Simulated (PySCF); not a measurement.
SMILES [CH2]C(C)=O (C₃H₅O), doublet, B3LYP/def2-SVP optimised geometry.

```
9

C      1.33     0.44     0.00
C     -0.11     0.44     0.00
C     -0.83    -0.90     0.00
O     -0.74     1.50     0.00
H      1.92    -0.49     0.00
H      1.85     1.40     0.00
H     -0.56    -1.50    -0.89
H     -1.92    -0.73     0.00
H     -0.55    -1.50     0.89
```

Density from unrestricted B3LYP/def2-TZVP in PySCF at that geometry.

Minimum of the electron density along straight lines between bonded atoms, close to the bond critical point (lines longer than 1.1 times the sum of covalent radii, or with two minima, are not listed):

```csv
bond,length / Å,ρ at the minimum / e bohr⁻³,∇²ρ there / e bohr⁻⁵,position (fraction from the first atom)
C1–C2,1.445,0.296,-0.85,0.50
C2–C3,1.521,0.256,-0.66,0.51
C2–O4,1.232,0.404,-0.33,0.34
C1–H5,1.094,0.281,-0.98,0.65
C1–H6,1.093,0.282,-1.00,0.65
C3–H7,1.103,0.270,-0.90,0.64
C3–H8,1.098,0.277,-0.95,0.65
C3–H9,1.103,0.270,-0.90,0.64
```
